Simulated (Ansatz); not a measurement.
This geometry of C₂H₉NOSi₂ (15 atoms, charge 0, multiplicity 1) is a first-order saddle point.

Method: RKS BHLYP-D4/STO-3G (Ansatz 0.2.0).

```xyz
15
Properties=species:S:1:pos:R:3
C 0.197 -0.363 1.748
C 0.688 -0.664 0.315
N 2.087 -1.215 0.338
O -0.230 -1.486 -0.486
Si -0.073 0.100 -1.157
Si -1.824 1.492 -1.074
H 0.292 -1.255 2.371
H -0.848 -0.047 1.747
H 0.802 0.429 2.195
H 2.060 -2.047 -0.296
H 2.711 -0.541 -0.164
H 0.744 0.125 -2.336
H -2.466 1.411 0.202
H -2.780 1.173 -2.092
H -1.381 2.838 -1.281
```

(1) Which two structures does it join? (They come from a converged band through this point; their orientation in space is the band's.)

(2) How far does it lie above each of them?

Answers

(1) No bond is made or broken. The dihedral Si5–C2–N3–H11 goes from -37 to 90°.

First end point:

```xyz
15
Properties=species:S:1:pos:R:3
C 0.181 -0.536 1.649
C 0.698 -0.635 0.201
N 2.132 -1.031 0.192
O -0.184 -1.371 -0.725
Si -0.029 0.291 -1.182
Si -1.795 1.650 -0.962
H 0.319 -1.487 2.171
H -0.882 -0.289 1.668
H 0.731 0.233 2.194
H 2.191 -1.948 0.696
H 2.370 -1.280 -0.796
H 0.806 0.481 -2.333
H -2.484 1.381 0.263
H -2.709 1.474 -2.051
H -1.365 3.016 -0.956
```

Last end point:

```xyz
15
Properties=species:S:1:pos:R:3
C 0.190 -0.489 1.706
C 0.654 -0.742 0.254
N 2.019 -1.351 0.263
O -0.288 -1.486 -0.582
Si -0.085 0.131 -1.173
Si -1.821 1.539 -1.053
H 0.274 -1.409 2.290
H -0.849 -0.155 1.729
H 0.810 0.276 2.179
H 2.292 -1.512 -0.734
H 2.679 -0.609 0.592
H 0.718 0.177 -2.362
H -2.456 1.442 0.226
H -2.789 1.251 -2.069
H -1.370 2.886 -1.236
```

(2) 3.9 kcal/mol above the first and 0.8 kcal/mol above the second. This is the barrier of this one path; another mechanism may lie lower. Limits of this set-up: minimal basis.

Time of the run: 70 s on 1 thread of Intel(R) Xeon(R) 6975P-C (Granite Rapids), with other jobs on the host, peak memory 0.17 GiB.
